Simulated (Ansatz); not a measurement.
Species: CH$_{4}$S$_{4}$, SMILES `CSSSS` (charge 0, multiplicity 1).

Question: Give a relaxed geometry from PBE0-D3(BJ)/def2-TZVP (Ansatz, a first-principles code).

Answer: One answer among several that fit: the end point of this relaxation, one of several conformers (outside a Z-matrix the atoms follow the SMILES, hydrogens last).
Bonds (Å): C1–S2 1.804, C1–H6 1.092, C1–H7 1.089, C1–H8 1.088, S2–S3 2.030, S3–S4 2.052, S4–S5 2.050, S5–H9 1.347. Angles (°): S2–C1–H6 106.0, S2–C1–H7 110.6, S2–C1–H8 110.8, H6–C1–H7 109.4, H6–C1–H8 109.4, H7–C1–H8 110.5, C1–S2–S3 102.9, S2–S3–S4 108.1, S3–S4–S5 107.7, S4–S5–H9 98.3.
